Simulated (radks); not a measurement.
Task: Calculated with a radial shooting solver on a logarithmic mesh with Libxc functionals: scalar-relativistic Kohn-Sham, PBE, spin-polarised, spherical densities, finite nucleus; open shells are filled with parallel spins first (spin-orbit coupling, left out, can overturn this in heavy ions); Fermi nuclear charge, rms radius of each element as measured or else 0.836 A^(1/3) + 0.57 fm. Response by self-consistent Sternheimer equations with the Hartree and adiabatic LDA kernel, the relativistic mass of each level held fixed and spin-orbit coupling left out. For heavy and open-shell atoms this level of theory can miss by tens of per cent. Estimate the static dipole polarisabilities of Yb+ ([Xe] 4f14 6s1) and Sb ([Kr] 4d10 5s2 5p3) and the C6 coefficients of the three pairs.

Result: alpha = 57.60 and 47.91 bohr^3; C6 = 441.8 (Yb+-Yb+), 469.7 (Yb+-Sb), 525.0 (Sb-Sb) hartree bohr^6.
